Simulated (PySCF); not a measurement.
C5H13FN2Si.
SMILES with atom numbers: `[NH2:1][Si@H:2]([F:3])[NH:4][CH2:5][CH:6]1[CH2:7][CH2:8][CH2:9]1`

Definitions: NICS(0) = −σiso at the ring centroid; NICS(1) = −σiso and NICS(1)zz = −σzz at ±1 Å along the ring normal z. Level: GIAO PBE0/pcSseg-1 (PySCF, non-relativistic, gas phase) on the GFN2-xTB geometry, one conformer.

Ring bond lengths (Å), with Mayer bond orders in brackets: C6–C7 1.539 (1.00), C7–C8 1.536 (1.05), C8–C9 1.536 (1.05), C9–C6 1.540 (1.00).

Q: What do the NICS probes read (ppm)?

A: 
```
       ring                                            type  NICS(0)  NICS(1), two faces  NICS(1)zz, two faces  rms pucker (Å)  centre to ring atoms, mean (Å)
C6–C7–C8–C9  4-membered carbocycle; formal bonds all single      0.7          -0.4 / 0.0             5.3 / 4.3            0.07                            1.09
```

Q: What do they say, and how far can they be read as aromaticity?

A: 
- C6–C7–C8–C9: mean NICS(1)zz 4.8 ppm, deshielded. C6, C7, C8, C9 have four or more neighbours; no verdict on aromaticity is drawn.

Q: At the second NICS(1) probe listed for ring C6–C7–C8–C9, 1 Å off the ring, how large is the induced field along the normal in 7.05 T applied along it?

A: NICSzz × B0 = 4.3 ppm × 7.05 T = 30 μT, along the applied field.

Q: List the ring angles and the Hirshfeld charges of the ring atoms.

A: 
- C6–C7–C8–C9: C6 89.4° (-0.030 e), C7 89.6° (-0.074 e), C8 89.7° (-0.070 e), C9 89.6° (-0.074 e); sum 358.2° against 360° for a flat convex ring.

Q: How shielded are the nuclei of the rings and their hydrogens (means over atoms taken as equivalent)?

A: 
```csv
atoms,environment,σ isotropic (ppm)
C6,four-membered-ring carbon,145.8
C7,four-membered-ring carbon,163.4
C8,four-membered-ring carbon,170.2
C9,four-membered-ring carbon,159.9
H on C6,methine hydrogen,29.63
H on C7,methylene hydrogen,30.14
H on C7,methylene hydrogen,29.76
H on C8,methylene hydrogen,29.87
H on C8,methylene hydrogen,29.68
H on C9,methylene hydrogen,29.34
H on C9,methylene hydrogen,30.11
```

Conformer computed: `[NH2:1][Si@H:2]([F:3])[NH:4][CH2:5][CH:6]1[CH2:7][CH2:8][CH2:9]1`: N1–Si2–N4–C5 -67°, Si2–N4–C5–C6 88°, N4–C5–C6–C7 177°, H–N1–Si2–F3 178°, H–N1–Si2–F3 -42°.
